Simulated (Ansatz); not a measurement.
```yaml
crystal:
  periodic: [false, false, false]
  atoms:
    - {symbol: F, position_ang: [1.976326, 1.248277, 1.169127]}
    - {symbol: C, position_ang: [1.152808, 0.741793, -0.186783]}
    - {symbol: F, position_ang: [1.922268, 1.270237, -1.555377]}
    - {symbol: C, position_ang: [-0.761035, 1.138014, -0.073510]}
    - {symbol: F, position_ang: [-1.405144, 1.534680, -1.557081]}
    - {symbol: F, position_ang: [-1.202422, 2.260935, 1.061655]}
    - {symbol: D, position_ang: [-1.098026, -0.732373, 0.396287]}
    - {symbol: F, position_ang: [-2.293851, -1.491077, -0.463216]}
    - {symbol: F, position_ang: [-1.349336, -0.929839, 2.030622]}
    - {symbol: C, position_ang: [0.738338, -1.170434, -0.121869]}
    - {symbol: F, position_ang: [0.810218, -1.876112, -1.628540]}
    - {symbol: F, position_ang: [1.606104, -2.063102, 0.971061]}
basis:
  gaussian: {orbitals: x2c-TZVPPall, point_charges: [{charge: 1.00, position_ang: [6.531, -0.104, 0.296]}]}
hamiltonian: {xc: {name: r2SCANh}, dispersion: d4}
accuracy: high
output: {forces: true}
```

```sh
$ ansatz run in.yaml --threads 4 --pin off --events-out ev --progress --plain --max-ram 66560MiB --backend cpu
```

Output, abridged:

```
Error: YAML parse error: error: line 10 column 16: `D` is not an element symbol (H … Og, case-exact)
 8 |     - {symbol: F, position_ang: [-1.405144, 1.534680, -1.557081]}
 9 |     - {symbol: F, position_ang: [-1.202422, 2.260935, 1.061655]}
10 |     - {symbol: D, position_ang: [-1.098026, -0.732373, 0.396287]}
11 |     - {symbol: F, position_ang: [-2.293851, -1.491077, -0.463216]}
12 |     - {symbol: F, position_ang: [-1.349336, -0.929839, 2.030622]}
```

Q: What is wrong with this run?

A: An element symbol is wrong. The input was rejected before any iteration.
